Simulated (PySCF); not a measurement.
C4H11NSi.
SMILES with atom numbers: `[CH3:1][Si@H:2]1[CH2:3][CH2:4][CH2:5][NH:6]1` (hydrogens: H7, H8, H9 on C1; H10 on Si2; H11, H12 on C3; H13, H14 on C4; H15, H16 on C5; H17 on N6)

The same species was optimised twice, with GFN2-xTB and with PBE0-D3(BJ)/def2-SVP (PySCF), and the same property calculations (PySCF, gas phase) were run on both structures.

```
   coordinate  GFN2-xTB  PBE0-D3(BJ)/def2-SVP  change
   Si2–N6 (Å)     1.721                 1.741  +0.020
   C1–Si2 (Å)     1.894                 1.876  -0.018
   Si2–C3 (Å)     1.905                 1.893  -0.012
    C3–C4 (Å)     1.528                 1.537  +0.009
    C4–C5 (Å)     1.526                 1.530  +0.004
    C5–N6 (Å)     1.449                 1.452  +0.003
C1–Si2–N6 (°)     110.8                 113.7    +2.9
C1–Si2–C3 (°)     117.0                 115.5    -1.5
Si2–C3–C4 (°)     103.8                 102.6    -1.2
 C3–C4–C5 (°)     107.7                 108.7    +1.0
C3–Si2–N6 (°)      92.3                  93.1    +0.8
 C4–C5–N6 (°)     105.8                 106.5    +0.7
Si2–N6–C5 (°)     113.2                 113.6    +0.4
```

Rotational constants: A = 4870, B = 2270, C = 1874 MHz (GFN2-xTB) against A = 4733, B = 2290, C = 1890 MHz (PBE0-D3(BJ)/def2-SVP). Point groups within 0.08 Å: C1 and C1. Atoms that the bonding makes alike are paired by their places after alignment.

On the GFN2-xTB structure: lowest singlet, TDDFT (eV) 6.25 [wB97X-D/def2-SVPD]; isotropic polarisability (au) 78.5 [wB97X-D/def2-SVPD]; HOMO (eV) -8.37 [wB97X-D/def2-SVPD]; LUMO (eV) 2.31 [wB97X-D/def2-SVPD]; dipole (D) 0.44 [wB97X-D/def2-SVPD]; HOMO (eV) -6.44 [PBE0/pcSseg-1]; LUMO (eV) 1.32 [PBE0/pcSseg-1]; dipole (D) 0.50 [PBE0/pcSseg-1]; GIAO shielding of C1 (ppm) 186.7 [PBE0/pcSseg-1]; GIAO shielding of Si2 (ppm) 356.6 [PBE0/pcSseg-1]; GIAO shielding of C3 (ppm) 175.0 [PBE0/pcSseg-1]; GIAO shielding of C4 (ppm) 158.3 [PBE0/pcSseg-1]; GIAO shielding of C5 (ppm) 136.5 [PBE0/pcSseg-1]; GIAO shielding of N6 (ppm) 230.3 [PBE0/pcSseg-1].

Problem. What do these properties become on the PBE0-D3(BJ)/def2-SVP structure?

Solution. 
```
                                    property              level  on GFN2-xTB  on PBE0-D3(BJ)/def2-SVP  change
                  lowest singlet, TDDFT (eV)  wB97X-D/def2-SVPD         6.25                     6.20   -0.05
               isotropic polarisability (au)  wB97X-D/def2-SVPD         78.5                     79.8    +1.3
                                   HOMO (eV)  wB97X-D/def2-SVPD        -8.37                    -8.30   +0.07
                                   LUMO (eV)  wB97X-D/def2-SVPD         2.31                     2.30   -0.01
                                  dipole (D)  wB97X-D/def2-SVPD         0.44                     0.47   +0.03
energy, GFN2-xTB geometry as zero (kcal/mol)  wB97X-D/def2-SVPD          0.0                     -1.7    -1.7
                                   HOMO (eV)      PBE0/pcSseg-1        -6.44                    -6.37   +0.07
                                   LUMO (eV)      PBE0/pcSseg-1         1.32                     1.30   -0.02
                                  dipole (D)      PBE0/pcSseg-1         0.50                     0.54   +0.04
energy, GFN2-xTB geometry as zero (kcal/mol)      PBE0/pcSseg-1          0.0                     -1.2    -1.2
                  GIAO shielding of C1 (ppm)      PBE0/pcSseg-1        186.7                    182.8    -3.9
                 GIAO shielding of Si2 (ppm)      PBE0/pcSseg-1        356.6                    353.8    -2.8
                  GIAO shielding of C3 (ppm)      PBE0/pcSseg-1        175.0                    173.5    -1.5
                  GIAO shielding of C4 (ppm)      PBE0/pcSseg-1        158.3                    156.4    -1.9
                  GIAO shielding of C5 (ppm)      PBE0/pcSseg-1        136.5                    135.7    -0.8
                  GIAO shielding of N6 (ppm)      PBE0/pcSseg-1        230.3                    230.4    +0.1
```

The heavy atoms differ by 0.060 Å rms after alignment. Among bonds between heavy atoms Si2–N6 changes most (+0.020 Å). Changes are differences of the printed values. Neither structure is proved a minimum here.

The pairwise dispersion term of wB97X-D wasn't added to the energies; at a given geometry it leaves orbitals and properties as they are.
